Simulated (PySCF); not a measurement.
Bi(H)(SiH3)2, SMILES [SiH3][BiH][SiH3] (H7BiSi2), singlet (B3LYP/def2-SVP optimised geometry):

```
10

Bi    -1.380    -1.765     2.145
H     -3.047    -1.109     1.897
Si    -0.806     0.306     3.786
H     -1.236     1.619     3.225
H      0.669     0.342     4.019
H     -1.484     0.095     5.100
Si    -0.507    -0.371     0.000
H     -0.987     1.042     0.000
H     -0.977    -1.042    -1.249
H      0.987    -0.371     0.000
```

Computed with B3LYP/def2-TZVP, def2 effective core potentials past Kr in PySCF.

Task: What are the frontier orbital energies and the dipole moment?

Result: HOMO-2 -8.42 eV, HOMO-1 -7.38 eV, HOMO -6.96 eV, LUMO -0.94 eV, LUMO+1 -0.92 eV; dipole moment 0.90 D.

On the same geometry PBE/def2-TZVP, def2 effective core potentials past Kr in PySCF gives HOMO-2 -7.49 eV, HOMO-1 -6.62 eV, HOMO -6.25 eV, LUMO -1.44 eV, LUMO+1 -1.43 eV; dipole moment 0.90 D.
